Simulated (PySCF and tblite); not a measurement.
Results of a calculation; reference values are marked as such.
Stationary points of C6H5ClN2 at GFN2-xTB, in Å:

Structure A

```
 1 N     3.049   -0.990   -0.220
 2 C     2.153   -0.355    0.087
 3 C     0.998    0.445    0.463
 4 C     0.874    1.534   -0.487
 5 N     0.777    2.386   -1.239
 6 C    -0.258   -0.425    0.494
 7 Cl   -0.134   -1.653    1.768
 8 C    -1.606    0.157    0.211
 9 C    -0.970   -0.791   -0.768
10 H     1.179    0.872    1.460
11 H    -2.437   -0.201    0.799
12 H    -1.667    1.204   -0.045
13 H    -1.372   -1.788   -0.850
14 H    -0.587   -0.395   -1.697
```

Structure B

```
 1 N     2.602   -0.728   -1.242
 2 C     1.919   -0.231   -0.474
 3 C     1.038    0.399    0.492
 4 C     0.864    1.790    0.113
 5 N     0.718    2.879   -0.195
 6 C    -0.308   -0.332    0.593
 7 Cl   -0.592   -0.953    2.231
 8 C    -1.506    0.137   -0.174
 9 C    -0.834   -1.151   -0.546
10 H     1.539    0.378    1.469
11 H    -2.465    0.090    0.319
12 H    -1.392    0.993   -0.824
13 H    -1.333   -2.077   -0.307
14 H    -0.251   -1.193   -1.455
```

The path came from a restrained scan, a climbing-image band and a saddle search at GFN2-xTB; energies are revPBE/pcSseg-1 + D3(BJ)//GFN2-xTB, thermal terms GFN2-xTB.

Problem. Which structure is a saddle point, and along which motion?

Solution. B: one imaginary mode (30i cm⁻¹ at GFN2-xTB, mostly on Cl7, N1, N5), along the rotation about the C3–C6 bond (torsion C2–C3–C6–Cl7 from 65° to 175°, rising).

Problem. Give their symmetry and energies above the lowest.

Solution. A C1, 0.0 kcal/mol; B Cs, 2.7 kcal/mol.
